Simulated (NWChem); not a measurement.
System: hydrogen iodide (HI); SMILES I

```xyz
2

I      0.0000     0.0000     0.0520
H      0.0000     0.0000    -1.5652
```
Atoms are numbered in this order, from 1.

All runs: NWChem. All runs use the structure optimised with PBE0/def2-SVP (def2 core potentials past Kr). GIAO values for the isolated, static molecule; σ is the absolute isotropic shielding, δ = σ(reference) − σ with the isolated reference molecule computed at the same levels (1H: tetramethylsilane). Spin-orbit effects, on the heavy nuclei and on their neighbours, are missing.

For level PBE/x2c-SVPall-s, scalar ZORA without spin-orbit coupling:

```yaml
"δ H2 (ppm)": -0.58
```

Q: How do the values read with level PBE0/x2c-TZVPall-s, scalar ZORA without spin-orbit coupling instead?

A: The δ H2 (ppm) is 0.09.
